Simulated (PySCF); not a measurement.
## Stationary points of HIn(OH)

Method: PySCF, PBE0, basis In def2-TZVP with ECP28, H def2-TZVP, O def2-TZVP (scalar-relativistic core potentials, no spin–orbit coupling, density fitting).

Relaxations began from a few typed shapes; open shells are unrestricted. The search is not exhaustive: other isomers or separated fragments can lie lower, and high-lying points may rest on an excited occupation.

```json
{"spin": "doublet", "group": "Cs", "bonds": "In–H 1.767 Å, In–O 2.004 Å, O–H 0.960 Å", "angles": "H–In–O 113.7°, H–O–In 115.0°", "imaginary modes (cm⁻¹)": "none", "ΔE (kJ/mol)": "0.0", "ΔE with ZPE (kJ/mol)": "0.0"}
{"spin": "doublet", "group": "Cs", "bonds": "In–H 1.778 Å, In–O 2.004 Å, O–H 0.961 Å", "angles": "H–In–O 117.6°, H–O–In 113.4°", "imaginary modes (cm⁻¹)": "none", "ΔE (kJ/mol)": "8.2", "ΔE with ZPE (kJ/mol)": "7.4"}
```

The lowest minimum found is the doublet Cs: In–H 1.767 Å, In–O 2.004 Å, O–H 0.960 Å; H–In–O 113.7°, H–O–In 115.0°.

For the lowest minimum: no spin–orbit coupling is included, which matters more the heavier the element.
